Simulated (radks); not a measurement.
Question: Coherent X-ray form factor from a spherical all-electron density. Calculated with a radial shooting solver on a logarithmic mesh with Libxc functionals: Dirac Kohn-Sham, PW91, spin-unpolarised, spherical densities, point nucleus.

| sin(theta)/lambda (1/angstrom) | f0 (electrons) |
|---|---|
| 0.05 | 46.416 |
| 0.1 | 44.794 |
| 0.15 | 42.446 |
| 0.2 | 39.719 |
| 0.25 | 36.890 |
| 0.3 | 34.142 |
| 0.4 | 29.270 |
| 0.5 | 25.434 |
| 0.6 | 22.560 |
| 0.8 | 18.733 |
| 1 | 16.039 |
| 1.25 | 13.092 |
| 1.5 | 10.518 |
| 2 | 7.122 |

The species is in the configuration that NIST lists as its ground one. Which atom or ion scatters so?

Answer: The indium ion In2+, [Kr] 4d10 5s1. Extrapolating in s^2 from the first two rows gives f0(0) = 47.0, near the electron count 47; among species with that count, the fall with angle is slower the higher Z, and the table is that of Z = 49; from so few rows the species is fixed only to a neighbour or two.
